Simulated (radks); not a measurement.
Values are calculated unless marked as measured or tabulated.
Species: the rubidium ion Rb4+. Configuration: [Ar] 3d10 4s2 4p2 5p1 (not the ground configuration). Code: a radial shooting solver on a logarithmic mesh with Libxc functionals. Model: Dirac Kohn-Sham, PBE, spin-unpolarised, spherical densities, finite nucleus; open shells are shared between the two j in proportion to 2j + 1; Fermi nuclear charge, rms radius 4.2036 fm.

Normalised radial functions P(r) = r R(r) (large component), r in bohr:

r          3d5/2    4s1/2    4d3/2
0.003179  0.0000   0.0710   0.0000
0.00424   0.0001   0.0898   0.0000
0.00561   0.0002   0.1113   0.0001
0.007423  0.0004   0.1354   0.0001
0.009901  0.0008   0.1610   0.0003
0.0131    0.0018   0.1835   0.0007
0.01747   0.0040   0.1978   0.0015
0.02312   0.0087   0.1945   0.0031
0.03059   0.0185   0.1633   0.0065
0.0408    0.0390   0.0909   0.0135
0.05398   0.0777  -0.0221   0.0266
0.072     0.1510  -0.1675   0.0512
0.09526   0.2730  -0.2935   0.0917
0.126     0.4615  -0.3331   0.1532
0.1681    0.7265  -0.2106   0.2371
0.2224    1.0205   0.0718   0.3234
0.2967    1.2789   0.4011   0.3814
0.3925    1.3834   0.5299   0.3600
0.5194    1.2747   0.2974   0.2229
0.6927    0.9698  -0.2543  -0.0409
0.9166    0.6001  -0.7911  -0.3669
1.222     0.2802  -1.0057  -0.6687
1.617     0.0953  -0.7992  -0.7969
2.14      0.0207  -0.4119  -0.6923
2.854     0.0023  -0.1261  -0.4284
3.777     0.0001  -0.0221  -0.1811
5.037     0.0000  -0.0016  -0.0428
6.665     0.0000  0.0000  -0.0052
8.819     0.0000  0.0000  -0.0002

3d5/2: eigenvalue -163.84 eV, 0 radial nodes, <r> = 0.523 bohr, 90 % of the charge inside 0.850 bohr. 4s1/2: eigenvalue -84.566 eV, 3 radial nodes at r = 0.0514, 0.209, 0.614 bohr, <r> = 1.34 bohr, 90 % of the charge inside 1.93 bohr. 4d3/2 (empty): eigenvalue -39.697 eV, 1 radial node at r = 0.667 bohr, <r> = 1.90 bohr, 90 % of the charge inside 2.85 bohr.
